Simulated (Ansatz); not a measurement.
Ansatz (an electronic-structure program) input:

Ansatz 0.2 input:
```yaml
crystal:
  periodic: [false, false, false]
  atoms:
    - {symbol: Ta, position_ang: [-0.37477378, 0.11125886, 0.57670754]}
    - {symbol: O, position_ang: [-1.17430074, -1.12942194, -0.30587477]}
    - {symbol: Cl, position_ang: [-0.11890728, 1.71934375, -0.95481129]}
    - {symbol: Cl, position_ang: [1.72294563, -0.64912595, 0.70699487]}
basis:
  gaussian:
    orbitals: def2-TZVP
hamiltonian:
  xc: b3lyp
  dispersion: d3bj
total_charge: 1
relax: {f_tol: 0.002, max_steps: 150}
```

**Question.** Which total energy does the run end on?

**Answer.** -1052.61676 Eh (B3LYP-D3(BJ)/def2-TZVP). The basis has 145 functions. The run takes about 30 core-seconds (a rough figure).
